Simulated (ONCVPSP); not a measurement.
## Which change was made? (Ce, ONCV)

```
Element                 : Ce
Generator               : ONCVPSP 4.0.1
Type                    : optimised norm-conserving Vanderbilt (ONCV)
Functional              : PBEsol
Relativity              : scalar-relativistic
Frozen core             : [Kr] 4d10 4f1
Valence charge          : 11
Reference configuration : 5s2 5p6 5d1 6s2
Partial waves           : 5s+6s: rc 2.70 bohr, ncon 3, nbas 6, qcut 4.5 1/bohr, 2 projectors; 5p: rc 1.70 bohr, ncon 5, nbas 9, qcut 4.8 1/bohr, 1 projector; 5d: rc 2.80 bohr, ncon 5, nbas 9, qcut 3 1/bohr, 2 projectors, debl 3.3 Ha
Local potential         : polynomial inside 1.45 bohr (lpopt 5, dvloc0 4 Ha)
Core correction         : none
```

Cutoffs, loose and tight: the cutoffs (Ha) at which the residual kinetic energy of the hardest occupied pseudo-wave falls to 1 and 0.1 mHa per electron. They do not see the model core or the augmentation charge, which bear on the density cutoff. Test errors are all-electron minus pseudo excitation energies from the reference, over the configurations 5s2 5p6 5d1 6s1; 5s2 5p6 5d1 6s0; 5s2 5p6 5d0 6s0; 5s2 5p6 5d0 6s2; variants that change the core or the reference have their own tests. The largest error is taken over the tests solved by every variant that gives reliable tests at all, those not shown here included: 5s2 5p6 5d0 6s0; 5s2 5p6 5d1 6s0; 5s2 5p6 5d1 6s1.

The base gives: outcome: generated; cutoff, loose: 24 Ha; cutoff, tight: 76 Ha; bound ghosts: none; GHOST(+) flags above zero: s; largest test error (meV): -24.

Problem. After one change the result is: outcome: generated; cutoff, loose: 10 Ha; cutoff, tight: 32 Ha; bound ghosts: none; GHOST(+) flags above zero: d; largest test error (meV): +27. Which change was it?
A. all radii scaled by about 0.80 (s 2.16, p 1.36, d 2.24 bohr); local potential polynomial inside 1.16 bohr (lpopt 5, dvloc0 4 Ha)
B. all radii scaled by about 1.18 (s 3.18, p 2.00, d 3.30 bohr); local potential polynomial inside 1.70 bohr (lpopt 5, dvloc0 4 Ha)
C. all radii scaled by about 1.31 (s 3.54, p 2.24, d 3.68 bohr); local potential polynomial inside 1.90 bohr (lpopt 5, dvloc0 4 Ha)

Solution. C. The others give: all radii scaled by about 1.18 (s 3.18, p 2.00, d 3.30 bohr); local potential polynomial inside 1.70 bohr (lpopt 5, dvloc0 4 Ha) → outcome: generated; cutoff, loose: 15 Ha; cutoff, tight: 57 Ha; bound ghosts: none; GHOST(+) flags above zero: none; largest test error (meV): -10 | all radii scaled by about 0.80 (s 2.16, p 1.36, d 2.24 bohr); local potential polynomial inside 1.16 bohr (lpopt 5, dvloc0 4 Ha) → outcome: generated; cutoff, loose: 134 Ha; cutoff, tight: 150 Ha; bound ghosts: s; GHOST(+) flags above zero: none; largest test error (meV): -24.
